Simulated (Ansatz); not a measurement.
Species: C₈H₉FSi, SMILES `C=Cc1c(F)cccc1[SiH3]` (C–C–C–C torsion 145°) (charge 0, multiplicity 1).

**Question.** Give a relaxed geometry from PBE0-D3(BJ)/def2-SVP in Ansatz (a program for electronic structure).

**Answer.** This is not unique; one that fits is the end point of this relaxation, one of several conformers (outside a Z-matrix the atoms follow the SMILES, hydrogens last).
Z-matrix (Å, degrees):
```
C
C 1 1.4031
H 2 1.0930 1 119.47
C 2 1.3933 3 118.87 1 178.85
C 4 1.3912 2 119.79 3 -178.01
C 5 1.3861 4 118.60 2 -0.70
F 6 1.3351 5 118.35 4 179.95
H 5 1.0914 6 119.09 7 -0.11
H 4 1.0923 5 119.94 8 0.26
C 6 1.4020 7 118.40 5 -179.37
C 10 1.4693 6 117.57 7 0.34
C 11 1.3374 10 126.04 6 145.37
H 12 1.0926 11 120.85 10 179.25
H 12 1.0937 13 116.72 11 -178.25
H 11 1.0948 12 118.64 13 -3.02
Si 1 1.8879 2 116.47 3 3.07
H 16 1.4918 1 111.85 2 134.36
H 16 1.4951 17 109.50 1 117.77
H 16 1.4960 17 108.54 18 116.91
```
